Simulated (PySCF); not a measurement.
**Excitation energy of Rh⁺ by level of theory**

Rh⁺ [Kr] 4d8 (3F) → Rh⁺ [Kr] 4d7 5p1 (high-spin determinant), as a difference of total energies. Computed with PySCF 2.14 in x2c-TZVPPall (8s6p6d2f1g, 79 functions), with the spin-free X2C one-electron Hamiltonian (Gaussian nucleus). Correlated levels: valence and next inner shell: [Ar] 3d10 frozen. The calculations carry no spin-orbit coupling.

```
                                method  excitation energy (cm⁻¹)
                                   UHF                     49602
    MP2 (valence and next inner shell)                     59228
SCS-MP2 (valence and next inner shell)                     59630
   CCSD (valence and next inner shell)                     57054
CCSD(T) (valence and next inner shell)                     57325
```

The basis was made for the ground configuration and has no added diffuse functions, so the excitation energy can come out too high.

The determinant of the upper state mixes LS terms, which raises its energy above the lowest term, most at the Hartree-Fock and MP2 levels.
